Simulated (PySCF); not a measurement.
Compound: C₂H₄BClF₂.
Numbering: `[F:1][B:2]([F:3])[CH2:4][CH2:5][Cl:6]`

A calculation gives these core lines: B 1s: 199.97 eV; C 1s: 291.38 (area 1), 292.71 (area 1) eV; F 1s: 693.88 eV; Cl 1s: 2828.64 eV; Cl 2p3/2: 206.05 eV.

Computed with PySCF 2.14.0, delta-SCF UKS SCAN, pcX-2 on the ionised atom, pcseg-1 elsewhere, spin-free X2C. Geometry: PBE0-D3(BJ)/def2-SVP, one conformer, isolated molecule.

(1) Order the carbon atoms by C 1s binding energy.

## Answers

(1) 291.38 eV: C4 (sp3 carbon bound to boron); 292.71 eV: C5 (sp3 C–Cl carbon). The listed C 1s values span 1.33 eV, from C4 (bonded to C, 2 H and B) to C5 (bonded to Cl, C and 2 H). Summing the Pauling electronegativity differences to the bonded atoms, each weighted by its formal bond order, gives -1.21 for the lowest site and -0.09 for the highest.

Bonded neighbours of each site: F1/F3: B; B2: 2 F and C; C4: C, 2 H and B; C5: Cl, C and 2 H; Cl6: C.

Q: Which photon energy gives electrons from C 1s of C5 a kinetic energy of 100 eV, and what is their de Broglie wavelength?

A: hν = 292.71 + 100 = 392.71 eV, recoil neglected; λ = 12.264 Å/√(E/eV) = 1.23 Å.

Topologically equivalent atoms share the value of their first member; where this conformer doesn't relate them by symmetry, their own values could differ. The 2p values aren't plain energy differences: one relaxed spin-free 2p hole is combined with a matrix within the shell (ground-state 2p orbital-energy differences and spin–orbit coupling). 2p3/2, the mean of its two sublevels, lies a third of the splitting below the shell's mean and 2p1/2 two thirds above it; the statistical areas are 2:1. 2p1/2 minus 2p3/2 (ligand field included): Cl 1.65 eV.

The values belong to the conformer `[F:1][B:2]([F:3])[CH2:4][CH2:5][Cl:6]`: F1–B2–C4–C5 173°, B2–C4–C5–Cl6 179°.
